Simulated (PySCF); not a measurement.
Computed shifts of a molecule C₄H₄F₂O₂, PBE/pcSseg-1 (PySCF), GIAO, gas phase, equivalent atoms averaged, in ppm (number of nuclei): ¹³C: 209.6 (1), 135.1 (1), 75.3 (1), 43.0 (1). ¹⁹F: -85.2 (1), -91.6 (1). ¹H: 10.66 (1), 4.46 (1), 3.54 (1), 3.05 (1). References: ¹⁷O against H2O (σ = 334.3 ppm); ¹³C against TMS (σ = 182.0 ppm); ¹⁹F against CFCl3 (σ = 133.6 ppm); ¹H against TMS (σ = 31.49 ppm), references at their B3LYP-D3(BJ)/def2-TZVP geometries, non-relativistic. Coordinates come from a B3LYP-D3(BJ)/def2-SVP optimisation. The values are those of a single conformer.

Task: Identify the compound among the candidates.
A. FC1(F)COC=CO1
B. O=C[C@@H]1CC(F)(F)O1
C. COC(=O)/C(F)=C/F
D. COC(=O)C=C(F)F

Result: B, O=C[C@@H]1CC(F)(F)O1
